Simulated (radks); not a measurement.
Results of a calculation; reference values are marked as such.
Coulomb parameter of the 5d shell of the tungsten ion W+ in the model configuration [Xe] 4f14 5d3 6s1 6p1, as a second difference U = [E(n + 1) + E(n - 1) - 2 E(n)] / (1)^2 with all orbitals relaxed. "Bare": the charge of the atom changes with n. "Screened": the 6p shell takes up the change at fixed total charge, which measures U(5d,5d) + U(6p,6p) - 2 U(5d,6p). Level of theory: scalar-relativistic Kohn-Sham, PBEsol, spin-unpolarised, spherical densities, finite nucleus; Fermi nuclear charge, rms radius 5.3658 fm (a radial shooting solver on a logarithmic mesh with Libxc functionals).

case,configuration,E - E(n) (eV)
start,[Xe] 4f14 5d3 6s1 6p1,0.000
bare +1,[Xe] 4f14 5d4 6s1 6p1,-10.208
bare -1,[Xe] 4f14 5d2 6s1 6p1,19.986
screened +1,[Xe] 4f14 5d4 6s1,-5.828
screened -1,[Xe] 4f14 5d2 6s1 6p2,7.629

U(bare) = 9.777 eV, U(screened by 6p) = 1.801 eV, against the Slater integral F0(5d,5d) = 13.249 eV with frozen orbitals.
